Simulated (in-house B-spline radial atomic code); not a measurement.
Results of a calculation; reference values are marked as such.
**Weak and strong correlation along the adiabatic connection**

Two-electron singlets in several external potentials (atomic units), by full CI in B-splines with partial waves to l = 8 (correlation energies up to 0.6 % small). The repulsion is scaled by λ at fixed density; W(λ) is the mean repulsion less the Hartree energy, W(0) = E_x, and the area under W from 0 to 1 is E_xc.

Relative drop (W(λ) − E_x)/E_x:

```
                            system  λ = 0.12  λ = 0.25  λ = 0.4  λ = 0.6  λ = 0.8   λ = 1
                 ω²r²/2, ω = 0.399    0.0251    0.0491   0.0731   0.1004   0.1231  0.1424
    ω²r²/2 − Z/r, ω = 0.365, Z = 3    0.0067    0.0137   0.0214   0.0313   0.0408  0.0497
 −Z/r, Z = 1.55, wall at 1.95 bohr    0.0098    0.0199   0.0309   0.0446   0.0572  0.0689
 ω²r²/2 − Z/r, ω = 0.0651, Z = 0.7    0.0355    0.0678   0.0987   0.1320   0.1586  0.1803
−Z exp(−kr)/r, Z = 1.65, k = 0.203    0.0148    0.0297   0.0456   0.0648   0.0821  0.0978
                     −Z/r, Z = 6.5    0.0029    0.0060   0.0095   0.0141   0.0186  0.0230
    empty sphere, radius 5.31 bohr    0.0415    0.0781   0.1120   0.1470   0.1738  0.1948
```

**Question.** Order the systems by how far second-order (GL2) theory, half the initial slope (estimated from the first points of each curve), overshoots the correlation energy, least first.
A. empty sphere, radius 5.31 bohr
B. −Z/r, Z = 1.55, wall at 1.95 bohr
C. −Z exp(−kr)/r, Z = 1.65, k = 0.203
D. ω²r²/2, ω = 0.399
E. ω²r²/2 − Z/r, ω = 0.365, Z = 3
F. −Z/r, Z = 6.5
G. ω²r²/2 − Z/r, ω = 0.0651, Z = 0.7

**Answer.** F (GL2/E_c = 1.04), E (GL2/E_c = 1.09), B (GL2/E_c = 1.14), C (GL2/E_c = 1.20), D (GL2/E_c = 1.36), G (GL2/E_c = 1.50), A (GL2/E_c = 1.59).

**Question.** What else changes along this order?

**Answer.** The ratio follows the bend of the curve. With it the leading natural occupation goes from 1.999 to 1.871 and −T_c/E_c from 0.96 to 0.62 between the first and the last.
